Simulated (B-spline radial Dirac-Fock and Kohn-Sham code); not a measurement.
**Binding energies of Tl in different valence configurations**

Level of theory: ΔSCF Dirac-Fock with Breit, self-energy and vacuum polarisation, finite nucleus, configuration average; a radial atomic solver. No correlation.

Reference: the tabulated ground configuration [Xe] 4f14 5d10 6s2 6p1, with 2s 15359.5 eV, 2p3/2 12663.1 eV, 3d5/2 2396.4 eV, 4s 860.6 eV, 4p1/2 734.5 eV, 5p3/2 83.27 eV, Kα1 72868.6 eV, Kβ1 82563.6 eV, Lα1 10266.8 eV, Lβ2 12267.3 eV.

Shifts from the reference in eV.

```
         configuration  average energy     2s  2p3/2  3d5/2     4s  4p1/2  5p3/2    Kα1    Kβ1    Lα1    Lβ2
[Xe] 4f14 5d10 6s1 6p2           +6.30  +1.86  +1.91  +1.92  +1.82  +1.93  +1.92  -0.01  -0.02  -0.01  -0.02
```

Values without a named source are computed, but for edge energies of neutral atoms, which are taken from tables.
